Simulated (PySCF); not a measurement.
C7H13NSi.
Z-matrix (Å and degrees, PBE0-D3(BJ)/def2-SVP geometry), rows numbered from 1:
```
C 
C   1  1.3408
C   2  1.4993  1  123.57
C   2  1.4863  1  120.56  3  -176.92
N   4  1.2664  2  128.93  1   -38.16
Si  5  1.7458  4  132.61  2    -4.71
C   6  1.8817  5  109.55  4    98.04
C   7  1.3403  6  120.02  5    -0.57
C   7  1.5021  6  117.47  5   178.56
H   1  1.0935  2  121.19  3    -1.61
H   1  1.0938  2  121.48  3   176.33
H   3  1.1026  2  111.07  1   120.84
H   3  1.1029  2  110.75  1  -120.85
H   3  1.0984  2  111.65  1    -0.12
H   4  1.1121  2  113.27  1   142.31
H   6  1.4946  5  107.20  4  -143.77
H   6  1.5030  5  114.78  4   -24.97
H   8  1.0975  7  121.51  6   179.52
H   8  1.0946  7  121.74  6     0.18
H   9  1.1033  7  111.05  6   -59.69
H   9  1.1011  7  111.80  6   179.64
H   9  1.1030  7  111.33  6    58.61
```

Level: PBE0/pcSseg-1 in PySCF, non-relativistic, on one gas-phase PBE0-D3(BJ)/def2-SVP geometry that isn't relaxed in the solvent. The solvent is an IEF-PCM continuum (van der Waals radii × 1.2). The model holds no explicit solvent molecules, cavitation or dispersion.

| run | E − E(gas) (kcal/mol) | HOMO (eV) | HOMO–LUMO gap (eV) | dipole (D) |
| --- | --- | --- | --- | --- |
| gas | 0.00 | -6.78 | 5.35 | 2.22 |
| P | -3.70 | -6.90 | 5.48 | 2.81 |
| Q | -4.52 | -6.94 | 5.51 | 2.95 |

Q: The runs were made in acetonitrile and tetrahydrofuran. Which run belongs to which solvent?

A: P = tetrahydrofuran, Q = acetonitrile. The dielectric constants are 7.426 (tetrahydrofuran), 35.69 (acetonitrile), and the energy falls further as ε rises. In this model the ground state sees the solvent through ε alone.

Q: How constant is the ratio of the lowering to (ε − 1)/(2ε + 1)?

A: 
```json
{"solvent": "tetrahydrofuran", "(ε − 1)/(2ε + 1)": "0.405", "E − E(gas) (kcal/mol)": "-3.70", "ratio (kcal/mol)": "-9.1", "polarisation term (kcal/mol)": "-4.18"}
{"solvent": "acetonitrile", "(ε − 1)/(2ε + 1)": "0.479", "E − E(gas) (kcal/mol)": "-4.52", "ratio (kcal/mol)": "-9.4", "polarisation term (kcal/mol)": "-5.25"}
```

The ratio changes by +3.4 % in size from tetrahydrofuran to acetonitrile. The polarisation term is half the interaction of the solute with the induced surface charges.
